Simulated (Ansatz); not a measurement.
Input for Ansatz (development build ahead of 0.2.0):

```yaml
crystal:
  periodic: [false, false, false]
  atoms:
    - { symbol: Ni, position_ang: [0.0, 0.0, 0.0] }
basis:
  gaussian: { orbitals: def2-SVP }
total_charge: -1
magnetization:
  initial_magnetization: 1
hamiltonian:
  xc: pbe0
scf:
  omitted_lower_state_checks: [starts, atomic_configurations, cluster_reference, orbital_swaps, given_window_search, neighbouring_geometries, increment]
output:
  forces: true
```

The input is written out in the form of the current development build from the run's settings.

Results

| Quantity | Value |
| --- | --- |
| Converged | yes |
| Total energy | -1507.79319 hartree |
| Spin squared of the determinant | 0.750 |
| Stability test | minimum among restricted orbitals |

Forces (eV/Å):
```csv
atom,Fx,Fy,Fz
Ni1,0.000,0.000,0.000
```

Caution: no diffuse functions for an anion.
